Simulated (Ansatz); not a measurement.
Constitutional and geometric isomers with formula C5H10. Isolated molecules, 0 K electronic values unless said otherwise. One relaxed conformer stands for each flexible species; it need not be the lowest. Strings in code marks are SMILES.

Quantity: electronic energy of isomers of C5H10 relative to `C1CCCC1`, in kJ/mol.

Case: `C/C=C/CC` (C–C–C–C torsion 119°). Geometry of `C(=C\C)/CC` (neutral, multiplicity 1, Å):

```xyz
15

C      2.5618     0.0467     0.0186
C      1.1656     0.2860    -0.4431
C      0.1063    -0.4247    -0.0765
C     -1.2952    -0.1768    -0.5252
C     -2.2304     0.1541     0.6323
H      2.9675     0.9274     0.5269
H      3.2280    -0.1617    -0.8248
H      2.6133    -0.7977     0.7088
H      1.0191     1.1132    -1.1373
H      0.2474    -1.2495     0.6233
H     -1.3042     0.6359    -1.2582
H     -1.6734    -1.0672    -1.0425
H     -1.9093     1.0652     1.1424
H     -2.2412    -0.6519     1.3710
H     -3.2555     0.3010     0.2842
```

### Question
Predict the electronic energy of isomers of C5H10 relative to `C1CCCC1` from B3LYP/cc-pVTZ // PBE0-D3(BJ)/def2-TZVP (Ansatz, an electronic-structure program).

### Answer
31.38 kJ/mol.
